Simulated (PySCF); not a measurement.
**Identify the compound**

An unknown has the formula C₅H₇NOSi₂. Its calculated NMR data are:

1H NMR (300 MHz, computed): δ 12.44 (d, 1H), 5.25 (m, 1H), 5.06 (m, 1H), 4.51 (m, 1H), 1.48 (s, 1H), 0.28 (br s, 2H).

13C{1H} NMR (computed): δ 253.3 (CH), 103.2 (C), 80.2 (C), 75.1 (CH), 74.2 (C).

[PySCF: GIAO PBE0/pcSseg-1 shieldings; coordinates at the GFN2-xTB level; averaged over atoms made equivalent by symmetry, fast rotation or ring inversion; relativity neglected; no solvent model; one computed conformer]

Shifts are taken against calculated references (same method and geometry level): 1H (σ = 31.72 ppm) and 13C (σ = 186.93 ppm) against TMS.

Propose a structure and justify it.

Results:


1. The formula gives 5 degrees of unsaturation (no ring in the answer).
2. 5 carbon signals for 5 carbons: no two carbons are equivalent.
3. Carbon types of the structure: 3 × C, 2 × CH, leaving 5 H on heteroatoms.
4. δC 253.3: carbonyl carbon.
5. δC 103.2, 80.2, 74.2: alkyne carbon; the triple bond shields along its axis, which puts it between sp3 and sp2 carbons.
6. δC 75.1: terminal alkyne carbon; the triple bond shields along its axis, which puts it between sp3 and sp2 carbons.
7. δH 12.44: hydrogen on a carbonyl carbon.
8. δH 5.25, 5.06: hydrogen on a silicon bonded to N, Si.
9. δH 1.48: hydrogen on a terminal alkyne carbon; it lies on the axis of the triple bond, in its shielding cone.
10. δH 0.28: hydrogen on a nitrogen bonded to Si; exchangeable, gas-phase position.

These data were computed for SMILES C#CC#C[Si@@H](C=O)[SiH2]N.

The data come from this structure; uniqueness wasn't tested.

OH/NH shifts are gas-phase values; hydrogen bonding in solution moves them, usually downfield. Shifts are as computed. Against solution values, carbons near 30 ppm lie about +3 ppm off and those near 130 ppm about +5 ppm. Of 1309 compounds with measured shifts, 239 miss one by over three times the rms of a fit or turn the order of signals round; such compounds aren't used in these exercises. No couplings were computed; multiplicities are counted from neighbouring protons, with m where these are inequivalent, close in shift, in a saturated or five-membered ring or joined by F or P, and br s for small geminal =CH2 splittings.
